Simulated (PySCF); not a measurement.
## C15H17BO: Computed beside measured shifts

System: C15H17BO (measured compound), SMILES CC(C)OB(c1ccccc1)c1ccccc1.

Atom-mapped SMILES (hydrogens are numbered by the atom that bears them): [CH3:1][CH:2]([CH3:3])[O:4][B:5]([c:6]1[cH:7][cH:8][cH:9][cH:10][cH:11]1)[c:12]1[cH:13][cH:14][cH:15][cH:16][cH:17]1

Computed with GIAO KT3/pcSseg-2, gas phase, PySCF SCF with an in-house response code, fitting set def2-universal-JFIT, grid level 2, non-relativistic, geometry: PBE0-D3(BJ)/def2-SVP.

One optimised conformer. Values are averaged over the atoms that symmetry or fast rotation interchanges, on this one geometry and without vibrational averaging. Shifts are the reference shielding less the shielding here, at the same level (11B against isolated BF3·OEt2; 13C, 1H against isolated TMS; 17O against isolated H2O); nuclei without a reference have shieldings only.

(1) What shifts does this level give for B5, and how do they compare with measurement?

Answers

(1) 
```tsv
atom	nucleus	computed / ppm	measured / ppm	computed less measured	measured against	medium of the measurement
B5	11B	38.1	44.8	-6.7	BF3.OEt2	CDCl3
```

Measured values: H. S. Rzepa et al., J. Org. Chem. 2018, An accessible method for DFT calculation of 11B NMR shifts.
